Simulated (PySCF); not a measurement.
**A ladder of Hamiltonians for Sb⁴⁵⁺ (antimony, charge +45)**

Occupied: 1s1/2, 2s1/2, 2p1/2. Hartree-Fock calculated with PySCF 2.14 in an uncontracted even-tempered set (19 s from 7.8 bohr⁻², ratio 2.3; 15 p from 9.3 bohr⁻², ratio 2.3), Gaussian nucleus throughout. NR is non-relativistic, sf-X2C the spin-free one-electron X2C Hamiltonian, X2C adds the bare one-electron spin-orbit term, X2C-SNSO screens it by Boettger's factors, DC is four-component Dirac-Coulomb, and the Gaunt and Breit terms are added at first order (total energies over the DC spinors, levels after relaxing the spinors in that mean field). QED terms are absent. Levels marked empty are virtual spinors of this ion.

```csv
Hamiltonian,E (hartree)
X2C,-3883.2735
X2C-SNSO,-3882.6473
DC,-3883.8942
DC+Gaunt,-3880.7783
DC+Breit,-3880.9401
```

```tsv
level (eV)	X2C	X2C-SNSO	DC	DC+Gaunt	DC+Breit
1s1/2	-34540.3	-34541.2	-34561.1	-34498.3	-34500.3
2s1/2	-8049.4	-8049.7	-8052.2	-8046.0	-8046.6
2p1/2	-7903.9	-7895.5	-7897.5	-7884.7	-7886.3
2p3/2 (empty)	-7389.8	-7393.4	-7393.7	-7387.4	-7388.9
3s1/2 (empty)	-3342.2	-3342.3	-3342.9	-3341.2	-3341.4
```

Task: How large are the two-electron picture-change error of X2C and the Breit correction in the total energy?

Result: X2C-1e lies 0.6207 hartree above Dirac-Coulomb; Gaunt adds 3.1159 and the full Breit term 2.9541 hartree.

Weight of the small component: 1s1/2 0.0353, 2s1/2 0.00820, 2p1/2 0.00816, 2p3/2 0.00773, 3s1/2 0.00333.

Koopmans' value for the highest occupied level at DC+Breit: 7886.3 eV, against an ionisation energy of 7887 ± 4 eV (theoretical estimate listed by NIST; NIST Atomic Spectra Database, ionization energies); the former lacks relaxation, correlation, QED and recoil.

The whole ladder took 98 s of wall time on 1 thread of Intel(R) Xeon(R) 6975P-C (shared host), launched as `OMP_NUM_THREADS=1 python relrun2.py TASK.json OUT` (a driver that calls PySCF for each Hamiltonian).
